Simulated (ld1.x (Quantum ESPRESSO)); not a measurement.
**Scattering properties, TM potential for krypton (Kr)**

| Item | Value |
| --- | --- |
| Element | krypton |
| Generator | ld1.x (Quantum ESPRESSO) 7.5 |
| Type | norm-conserving Troullier–Martins (Kleinman–Bylander form) |
| Functional | PBEsol |
| Relativity | scalar-relativistic |
| Frozen core | [Ar] |
| Valence charge | 18 |
| Reference configuration | 3d10 4s2 4p4 (charge +2) |
| Partial waves | 4s (bound): rc 1.10 bohr; 4p (bound): rc 1.50 bohr; 3d (bound): rc 0.80 bohr; 4f channel at 0.2 Ry: rc 1.60 bohr |
| Local potential | all-electron potential smoothed inside 0.75 bohr (lloc = -2) |
| Core correction | none |

The phase is arctan(r·u′/u) with u = r·R(r), unwrapped; energies in Ry, scanned from -10 to 5 Ry. A pole is an energy at which the radial function vanishes at the test radius. The pseudo phase is shifted by a multiple of π to meet the all-electron one at the reference energy, and phase errors are pseudo minus all-electron; the curves can meet again beyond the range given. Levels narrower than the energy grid can be missing from the lists of poles.

Q: For each channel, where are the poles, and over which energies does the pseudopotential scatter like the atom?

A:

| channel | radius (bohr) | reference energy (Ry) | poles, all-electron | poles, pseudo | unbroken range about the reference energy with phases within 0.05 rad | phase error 1 Ry above the reference energy (rad) |
| --- | --- | --- | --- | --- | --- | --- |
| s | 1.75 | -3.39 | -0.56 | -7.82, -0.51 | above -7.6 | +0.002 |
| p | 1.75 | -2.28 | 1.40 | 0.84, 4.76 | below 1.1 | -0.006 |
| d | 1.75 | -7.85 | -7.80, 4.62 | -7.80, 4.90 | below -0.5 | +0.000 |
| f | 1.75 | 0.20 | none | none | the whole range | +0.000 |

Note: ghost state, extra bound levels that the all-electron valence spectrum of the same l lacks: s at -106.8 eV. A true bound ghost makes a file unfit for plane-wave use.

Phases in the p channel:

```
E (Ry)  all-electron  pseudo
-10.00         1.346   1.344
 -9.52         1.337   1.335
 -9.04         1.327   1.325
 -8.56         1.315   1.313
 -8.08         1.302   1.299
 -7.60         1.286   1.283
 -7.12         1.267   1.264
 -6.64         1.244   1.241
 -6.16         1.216   1.212
 -5.68         1.180   1.175
 -5.20         1.132   1.127
 -4.72         1.065   1.059
 -4.24         0.966   0.959
 -3.76         0.806   0.799
 -3.28         0.528   0.520
 -2.80         0.047   0.043
 -2.32        -0.534  -0.534
 -1.84        -0.944  -0.945
 -1.36        -1.175  -1.180
 -0.88        -1.311  -1.321
 -0.40        -1.400  -1.415
  0.08        -1.462  -1.484
  0.56        -1.509  -1.540
  1.04        -1.547  -1.593
  1.52        -1.578  -1.651
  2.00        -1.605  -1.735
  2.48        -1.631  -1.947
  2.96        -1.654  -3.557
  3.44        -1.677  -4.471
  3.92        -1.701  -4.617
  4.40        -1.726  -4.681
  4.88        -1.753  -4.721
```
